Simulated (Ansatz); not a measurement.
A nudged elastic band was laid between two geometries of H₃SSn (5 atoms, charge 0, multiplicity 2).

All numbers below come from UKS B3LYP-D4/def2-SVP (Ansatz 0.2.0).

| Quantity | Value |
| --- | --- |
| movable images | 9 |
| climbing image | yes |
| spring | 5.0 eV/Å² |
| optimiser | quadratic models (default) |
| start path | through a guess of the saddle point |
| force threshold | 0.03 eV/Å |
| iteration limit | 57 |
| end points | relaxed |

First end point:

```xyz
5
Properties=species:S:1:pos:R:3
S 1.081 -0.854 0.985
Sn -0.026 0.400 -0.827
H 0.270 -1.932 0.863
H -1.748 0.272 -0.553
H 0.472 2.039 -0.509
```

Last end point:

```xyz
5
Properties=species:S:1:pos:R:3
S 0.112 -1.419 0.918
Sn -0.242 0.273 -0.842
H 1.455 -1.244 0.949
H -1.942 0.625 -0.691
H 0.668 1.692 -0.375
```

(1) Which bonds break or form, and what moves?

(2) Give the energies along the band, and the barrier.

(3) What is the geometry of the highest image?

(4) What are the harmonic wavenumbers there?

Answers

(1) No bond is made or broken. The dihedral H3–S1–Sn2–H5 goes from 161 to -47°. The two ends are copies of one structure, up to a mirror image or an exchange of like atoms.

(2) The forces met the threshold. The highest image is number 5 of 0 to 10, 0.120 eV above the ends, which have the same energy within 2 meV. A vibrational analysis at the climbing image gives one clearly imaginary mode, 281i cm⁻¹: a first-order saddle point.

```tsv
image	path coordinate (Å)	energy (eV)	dihedral H3–S1–Sn2–H5 (°)
0	0.00	0.000	161
1	0.24	0.008	176
2	0.48	0.033	-169
3	0.72	0.071	-153
4	0.96	0.105	-137
5	1.20	0.120	-122
6	1.44	0.105	-106
7	1.68	0.071	-91
8	1.91	0.034	-77
9	2.15	0.009	-62
10	2.39	0.000	-47
```

(3) 
```xyz
5
Properties=species:S:1:pos:R:3:forces:R:3
S 0.509 -0.924 1.314 0.00 -0.01 0.00
Sn -0.184 0.330 -0.702 0.00 0.00 0.00
H 1.044 -1.947 0.609 0.00 0.01 0.00
H -1.906 0.575 -0.613 0.00 0.00 0.00
H 0.586 1.892 -0.650 0.00 0.00 0.00
```

(4) 281i, 325, 466, 510, 697, 705, 1775, 1816, 2670 cm⁻¹.

The run took 4.4 min on 1 thread of Intel(R) Xeon(R) Processor @ 2.70GHz, on a shared host, peak memory 0.17 GiB.
